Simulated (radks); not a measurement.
The numbers below are computed, except where a source is named.
Charge is removed step by step from the 1s up level of neutral hydrogen, starting from 1s(up 1, down 0). Level of theory: non-relativistic Kohn-Sham, PBEsol, spin-polarised, spherical densities, point nucleus (a radial shooting solver on a logarithmic mesh with Libxc functionals).

removed (e),E - E(0) (eV),eigenvalue (eV)
0,0.000,-7.391
0.1,0.798,-8.584
0.2,1.718,-9.810
0.3,2.761,-11.061
0.4,3.930,-12.324
0.5,5.226,-13.583
0.6,6.646,-14.811
0.7,8.186,-15.969
0.8,9.835,-16.972
0.9,11.568,-17.607

The mean slope of the eigenvalue, de/dn, is 11.4 eV per electron.
